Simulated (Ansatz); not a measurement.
`Cl[SiH2][NH][GeH2][Cl]` + `[NH2][AlH2]` → `[AlH2][NH][SiH2]Cl` + `[NH2][GeH2][Cl]`  (ligand exchange at the Si–N bond)

Calculated with Ansatz (gas phase, PBE0-D4/def2-TZVP geometries, no zero-point term in ΔE). CCSD(T)/CBS is the MP2 limit (def2-TZVPP, def2-QZVPP) plus CCSD(T) − MP2 in def2-TZVPP, frozen cores. This one scheme is used for every species. DFT in def2-TZVPP. For Ge outer-core shells are correlated without core-valence functions, which leaves a few kJ/mol of doubt a bond. Scalar relativity is left out up to krypton. Each species was taken in one conformer, which may not be the lowest.

| level | ΔE (kcal/mol) | difference from CCSD(T)/CBS |
| --- | --- | --- |
| r2SCAN-D4 | -0.8 | -0.6 |
| PBE0-D4 | -0.6 | -0.4 |
| ωB97M-V | -0.5 | -0.3 |
| PBE | -1.1 | -0.9 |
| r2SCAN | -1.0 | -0.8 |
| PBE0 | -1.0 | -0.8 |
| HF/def2-TZVPP | -0.8 | -0.6 |
| MP2/def2-TZVPP | -0.3 | -0.1 |
| CCSD/def2-TZVPP | -0.4 | -0.2 |
| CCSD(T)/def2-TZVPP | -0.4 | -0.2 |
| HF/def2-QZVPP | -0.7 | -0.5 |
| MP2/def2-QZVPP | -0.2 | 0.0 |
| SCS-MP2/def2-QZVPP | -0.3 | -0.1 |
| HF/CBS(def2) | -0.7 | -0.5 |
| MP2/CBS(def2) | -0.1 | 0.1 |
| CCSD/CBS(def2) | -0.2 | 0.0 |
| CCSD(T)/CBS | -0.2 | 0 |

Largest T1 diagnostic among the species: 0.011.
